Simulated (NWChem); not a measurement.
Species: CH₆BN; SMILES CBN

```xyz
9

B     -0.5147     0.0901     0.0000
H     -1.7264     0.1864     0.0000
C      0.1785    -1.3231     0.0000
H     -0.1479    -1.9056    -0.8785
H     -0.1479    -1.9056     0.8785
H      1.2800    -1.2923     0.0000
N      0.2117     1.2797     0.0000
H     -0.2232     2.1925     0.0000
H      1.2238     1.3118     0.0000
```
Atoms are numbered in this order, from 1.

Level: PBE0/def2-SVP (NWChem), optimised geometry, unscaled harmonic frequencies. 

Task: List the harmonic frequencies with IR intensities, and the thermochemistry.

Result: 
| frequency (cm⁻¹) | IR intensity (km/mol) |
|---|---|
| 147 | 5.2 |
| 357 | 1.2 |
| 522 | 6.8 |
| 585 | 170.2 |
| 776 | 1.0 |
| 833 | 1.3 |
| 835 | 1.6 |
| 963 | 27.6 |
| 1040 | 4.4 |
| 1147 | 27.8 |
| 1296 | 9.1 |
| 1389 | 113.9 |
| 1433 | 3.8 |
| 1456 | 22.7 |
| 1606 | 129.5 |
| 2573 | 162.9 |
| 3043 | 4.8 |
| 3130 | 7.1 |
| 3142 | 22.5 |
| 3623 | 25.7 |
| 3731 | 29.7 |

| Property | Result |
|---|---|
| zero-point energy | 48.1 kcal/mol |
| thermal correction to the enthalpy at 298.15 K (with zero-point energy) | 51.5 kcal/mol |
| heat capacity Cv | 15.1 cal/(mol K) |
| entropy at 298.15 K and 1 atm (symmetry number 1) | 65.4 cal/(mol K) |
| dipole moment | 1.78 D |

Rigid rotor and harmonic oscillator.
